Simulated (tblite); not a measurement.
Species: C5H7Cl2O (doublet state).
Numbering: `[CH3:1]/[C:2]=[CH:3]/[C:4]([Cl:5])([Cl:6])[CH2:7][OH:8]` (hydrogens: H9, H10, H11 on C1; H12 on C3; H13, H14 on C7; H15 on O8)

Geometry (GFN2-xTB, Å), atoms numbered from 1 in this order:
```xyz
15
C5H7Cl2O angstrom
C      2.8371    0.1621   -0.2248
C      1.4287   -0.0483    0.0237
C      0.3132   -0.4872   -0.4697
C     -0.9955   -0.4874    0.2584
Cl    -1.4108   -2.1743    0.7266
Cl    -0.8751    0.4823    1.7568
C     -2.1544    0.0674   -0.5779
O     -1.9077    1.3735   -1.0005
H      3.0769    1.2219   -0.1339
H      3.1266   -0.1736   -1.2285
H      3.4289   -0.3885    0.5070
H      0.2266   -0.9248   -1.4698
H     -3.0812   -0.0034    0.0088
H     -2.2652   -0.5358   -1.4826
H     -1.7525    1.9241   -0.2212
```

Calculated harmonic vibrations of the isolated species, GFN2-xTB (tblite), most abundant isotopes, no scaling. Against measured fundamentals such values can be off by several per cent, at times by over 20. One conformer, not necessarily the lowest. Open shells enter through the occupations alone, without spin polarisation, and single modes of such species can be off by tens of per cent.

Harmonic wavenumbers (cm⁻¹): 34.5, 77.9, 95.1, 106.8, 170.3, 212.7, 224.5, 252.0, 292.2, 313.4, 372.7, 418.3, 512.6, 570.1, 660.7, 779.0, 877.3, 968.8, 993.7, 1011.1, 1056.8, 1101.1, 1121.7, 1183.8, 1205.2, 1301.4, 1332.8, 1368.7, 1422.2, 1435.0, 1461.8, 1810.5, 2832.9, 2882.3, 2890.3, 2981.5, 2994.3, 3001.0, 3491.1.

A = 1534, B = 1063, C = 911.5 MHz; mass 152.987 u (most abundant isotopes); point group C1, symmetry number 1; spin multiplicity 2.

Q: Zero-point energy?

A: ½Σν̃ = 22909 cm⁻¹ = 274.05 kJ/mol.

Q: Entropy at 298.15 K, 1 bar (ideal gas, RRHO, classical rotation)?

A: Translation 171.59, rotation 124.52, vibration 133.02, spin (R ln 2) 5.76: S = 434.9 J/(mol K).

Q: And Cp and H(298.15 K) − H(0)?

A: Cp = 154.53 J/(mol K), of which vibrations give 121.27 (their classical limit is 39 R = 324.3); H(298.15 K) − H(0) = 30.06 kJ/mol without the zero-point energy, 20.14 from vibrations.

Q: How do the functions run with temperature in this model?

A: 
```json
{"T (K)": "150", "S (J/(mol K))": "346.6", "Cp (J/(mol K))": "106.5", "H − H(0) (kJ/mol)": "10.62", "G − H(0) (kJ/mol)": "-41.37", "ln q(vib)": "3.61"}
{"T (K)": "250", "S (J/(mol K))": "409.0", "Cp (J/(mol K))": "139.6", "H − H(0) (kJ/mol)": "22.97", "G − H(0) (kJ/mol)": "-79.28", "ln q(vib)": "6.54"}
{"T (K)": "400", "S (J/(mol K))": "484.5", "Cp (J/(mol K))": "183.9", "H − H(0) (kJ/mol)": "47.32", "G − H(0) (kJ/mol)": "-146.48", "ln q(vib)": "10.56"}
{"T (K)": "600", "S (J/(mol K))": "568.1", "Cp (J/(mol K))": "228.5", "H − H(0) (kJ/mol)": "88.86", "G − H(0) (kJ/mol)": "-252.00", "ln q(vib)": "15.41"}
{"T (K)": "900", "S (J/(mol K))": "669.5", "Cp (J/(mol K))": "270.8", "H − H(0) (kJ/mol)": "164.31", "G − H(0) (kJ/mol)": "-438.23", "ln q(vib)": "21.84"}
```

q(vib) and H(0) count from the zero-point level.

Q: What must be added to the electronic energy to get the Gibbs energy at 298.15 K and 1 bar?

A: ZPE + [H(298.15 K) − H(0)] − T·S = 274.05 + 30.06 − 129.66 = 174.45 kJ/mol.

Hindered rotation and anharmonicity are outside this model. Other conformers, if any are populated, would add a mixing term that is left out. The structure is chiral; the term R ln 2 for an equal mix with its mirror image is left out.
